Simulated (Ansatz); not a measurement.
`C[Si](C)(C)O[Si](C)(C)O[Si](C)(C)O[Si](C)(C)O[Si](C)(C)O[Si](C)(C)O[Si](C)(C)O[Si](C)(C)O[Si](C)(C)O[Si](C)(C)C`. Charge 0, multiplicity 3. Geometry r2SCAN-D4/def2-SVP, that of the neutral singlet.

```xyz
107

C    -0.036    6.813    6.450
Si   -1.802    6.435    5.941
C    -2.748    5.679    7.374
C    -2.662    7.970    5.307
O    -1.778    5.340    4.674
Si   -1.078    3.939    4.113
C     0.626    4.312    3.457
C    -1.063    2.647    5.461
O    -2.043    3.403    2.866
Si   -3.576    3.821    2.323
C    -4.771    3.760    3.756
C    -3.513    5.490    1.504
O    -4.003    2.679    1.199
Si   -3.564    1.128    0.778
C    -3.454    0.084    2.325
C    -4.813    0.501   -0.448
O    -2.090    1.153    0.018
Si   -0.460    1.481    0.125
C    -0.160    3.303   -0.098
C     0.204    0.809    1.737
O     0.263    0.671   -1.131
Si   -0.069   -0.634   -2.114
C    -0.836   -1.997   -1.093
C    -1.147   -0.088   -3.527
O     1.390   -1.151   -2.730
Si    2.883   -1.550   -2.102
C     4.006   -1.911   -3.541
C     3.498   -0.172   -1.009
O     2.714   -2.898   -1.144
Si    2.822   -4.542   -0.960
C     3.616   -4.880    0.689
C     1.117   -5.287   -1.117
O     3.819   -5.178   -2.136
Si    3.671   -5.814   -3.665
C     3.245   -7.628   -3.549
C     5.272   -5.530   -4.576
O     2.427   -5.011   -4.411
Si    1.478   -4.618   -5.729
C     2.536   -3.712   -6.986
C     0.800   -6.203   -6.472
C     0.106   -3.519   -5.092
H     0.481    5.908    6.814
H     0.545    7.213    5.602
H     0.000    7.559    7.261
H    -3.777    5.417    7.077
H    -2.260    4.759    7.735
H    -2.814    6.378    8.225
H    -2.120    8.399    4.448
H    -2.732    8.749    6.085
H    -3.687    7.737    4.973
H     1.300    4.630    4.269
H     0.582    5.125    2.715
H     1.074    3.432    2.968
H    -0.436    2.956    6.314
H    -0.668    1.686    5.091
H    -2.084    2.469    5.837
H    -4.499    4.507    4.518
H    -4.756    2.765    4.231
H    -5.803    3.961    3.427
H    -2.811    5.476    0.654
H    -3.174    6.255    2.221
H    -4.502    5.788    1.119
H    -4.434    0.005    2.823
H    -3.104   -0.938    2.104
H    -2.747    0.538    3.039
H    -5.825    0.475   -0.015
H    -4.560   -0.515   -0.793
H    -4.839    1.161   -1.330
H     0.917    3.535   -0.108
H    -0.632    3.867    0.721
H    -0.591    3.644   -1.053
H    -0.291    1.297    2.591
H     1.291    0.971    1.826
H     0.018   -0.276    1.809
H    -1.778   -1.656   -0.631
H    -1.050   -2.888   -1.704
H    -0.145   -2.301   -0.290
H    -1.393   -0.924   -4.201
H    -2.089    0.335   -3.138
H    -0.641    0.692   -4.118
H     5.006   -2.223   -3.197
H     4.121   -1.027   -4.189
H     3.583   -2.731   -4.143
H     3.512    0.789   -1.547
H     4.515   -0.380   -0.638
H     2.831   -0.056   -0.140
H     3.696   -5.962    0.882
H     3.038   -4.426    1.510
H     4.633   -4.456    0.716
H     1.143   -6.381   -0.979
H     0.709   -5.077   -2.119
H     0.422   -4.868   -0.371
H     2.274   -7.768   -3.046
H     4.006   -8.183   -2.976
H     3.173   -8.088   -4.548
H     6.119   -5.982   -4.034
H     5.476   -4.454   -4.684
H     5.241   -5.975   -5.585
H     3.386   -4.332   -7.315
H     2.943   -2.779   -6.564
H     1.951   -3.446   -7.883
H     1.610   -6.850   -6.846
H     0.123   -5.994   -7.317
H     0.231   -6.778   -5.722
H     0.536   -2.660   -4.549
H    -0.547   -4.067   -4.393
H    -0.523   -3.133   -5.911
```

Single mean-field runs in def2-TZVP are fitted with def2-universal-jkfit. At PBE-D4/def2-TZVP an occupied level of the charge 0 triplet lies above an empty one (by up to 0.02 eV), so this SCF solution is probably not the lowest. At PBE-D4/def2-TZVP the gap within one spin of the charge 0 triplet nearly closes, so an electron or hole may be smeared out by delocalisation error. At PBE0-D4/def2-TZVP a singlet of charge 0 lies 7.23 eV below the triplet at the same geometry.

(1) Estimate the α-spin orbital energies around the gap (eV) in Ansatz with PBE-D4/def2-TZVP, PBE0-D4/def2-TZVP.

## Answers

(1) 
| orbital | PBE-D4/def2-TZVP | PBE0-D4/def2-TZVP |
| --- | --- | --- |
| HOMO−5 | -6.79 | -8.06 |
| HOMO−4 | -6.73 | -7.98 |
| HOMO−3 | -6.67 | -7.86 |
| HOMO−2 | -6.63 | -7.76 |
| HOMO−1 | -6.59 | -7.65 |
| HOMO | -0.53 | -0.80 |
| LUMO | -0.35 | 0.44 |
| LUMO+1 | -0.03 | 0.67 |
| LUMO+2 | 0.21 | 0.71 |
| LUMO+3 | 0.30 | 0.83 |
| LUMO+4 | 0.37 | 1.07 |
| LUMO+5 | 0.40 | 1.12 |
| β HOMO | -6.51 | -7.63 |
| β LUMO | -6.53 | -7.04 |
